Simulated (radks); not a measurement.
Results of a calculation; reference values are marked as such.
Effect of the nuclear size on neutral hafnium, [Xe] 4f14 5d2 6s2. Code: a radial shooting solver on a logarithmic mesh with Libxc functionals. Model: Dirac Kohn-Sham, LDA (Slater exchange, Perdew-Wang correlation), spin-unpolarised, spherical densities, finite nucleus; open shells fill j = l - 1/2 first; Fermi nuclear charge, rms radius 5.347 fm. The rms radius is varied about that value; shifts are against it.

rms radius (fm)	total energy shift (eV)	density at nucleus (e/bohr^3)	1s1/2 shift (meV)	2s1/2 shift (meV)	5p1/2 shift (meV)	6s1/2 shift (meV)	5d3/2 shift (meV)	6p1/2 (empty) shift (meV)
4.4059	-15.7	1.282e+06	-6390	-884	0.556	-0.461	0.458	0.177
4.9941	-6.13	1.231e+06	-2490	-345	0.217	-0.180	0.179	0.069
5.347	0	1.204e+06	0.000	0.000	0.000	0.000	0.000	0.000
5.8336	8.91	1.17e+06	3630	501	-0.315	0.261	-0.260	-0.101
5.9566	11.2	1.162e+06	4580	633	-0.397	0.330	-0.328	-0.127

Slopes of the eigenvalues against <r^2> in GHz/fm^2, as finite differences over the two radii next to the reference (eigenvalue slopes, not the field-shift constants of lines): 1s1/2 163000, 2s1/2 22500, 5p1/2 -14.1, 6s1/2 11.7, 5d3/2 -11.7, 6p1/2 (empty) -4.52.
